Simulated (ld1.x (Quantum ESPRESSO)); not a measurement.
Which change was made? (Pb, TM)

ld1.x (Quantum ESPRESSO) 7.5 input, shortened:

```
&input
   title='Pb', zed=82., rel=2, dft='WC', iswitch=3,
   config='[Xe] 4f14 5d10 6s2 6p1 6d-2', rel_dist='average'
 /
 &inputp
   pseudotype=2, tm=.true., lloc=0,
   nlcc=.true., new_core_ps=.true., rcore=1.25
 /
3
6P  2  1   1.00   0.00  2.10  2.10  0.0
6D  3  2  -2.00  -0.20  1.70  1.70  0.0
6S  1  0   2.00   0.00  1.75  1.75  0.0
 &test
   configts(1)='6s2 6p1'
 /
```

Open shells are filled in proportion to 2j + 1 (rel_dist='average').

Cutoffs, loose and tight: the cutoffs (Ry, on a coarse ladder) from which the occupation-weighted sum of valence levels, in a spherical-Bessel basis at the reference potential, stays within 10 and 1 mRy of its value at 400 Ry. They do not see the model core or the augmentation charge, which bear on the density cutoff. Test errors are all-electron minus pseudo excitation energies from the reference, over the configurations 6s2 6p2; 6s2 6p0; 6s1 6p0; 6s2 6p1.5; 6s2 6p2.3; 6s1 6p2; 6s1 6p3; variants that change the core or the reference have their own tests.

The base gives: outcome: generated; cutoff, loose: 25 Ry; cutoff, tight: 50 Ry; bound ghosts: d3/2, d5/2; largest test error (meV): -459.

Task: After one change the result is: outcome: generated; cutoff, loose: 90 Ry; cutoff, tight: 180 Ry; bound ghosts: p1/2, p3/2, d3/2, d5/2; largest test error (meV): -424. Which change was it?
A. all radii but the core radius scaled by about 0.74 (s 1.30, p 1.56, d 1.26 bohr)
B. all radii but the core radius scaled by about 0.95 (s 1.68, p 2.00, d 1.62 bohr)
C. all radii but the core radius scaled by about 1.30 (s 2.28, p 2.72, d 2.20 bohr)
D. all radii but the core radius scaled by about 0.84 (s 1.46, p 1.76, d 1.42 bohr)

Result: D. The others give: all radii but the core radius scaled by about 0.95 (s 1.68, p 2.00, d 1.62 bohr) → outcome: generated; cutoff, loose: 40 Ry; cutoff, tight: 80 Ry; bound ghosts: d5/2, d3/2; largest test error (meV): -461 | all radii but the core radius scaled by about 0.74 (s 1.30, p 1.56, d 1.26 bohr) → outcome: generated; cutoff, loose: 160 Ry; cutoff, tight: over 300 Ry; bound ghosts: p3/2, p1/2, d3/2, d5/2, s (extra level of the local part); largest test error (meV): -204 | all radii but the core radius scaled by about 1.30 (s 2.28, p 2.72, d 2.20 bohr) → outcome: generated; cutoff, loose: 21 Ry; cutoff, tight: 30 Ry; bound ghosts: d3/2, d5/2; largest test error (meV): -459.
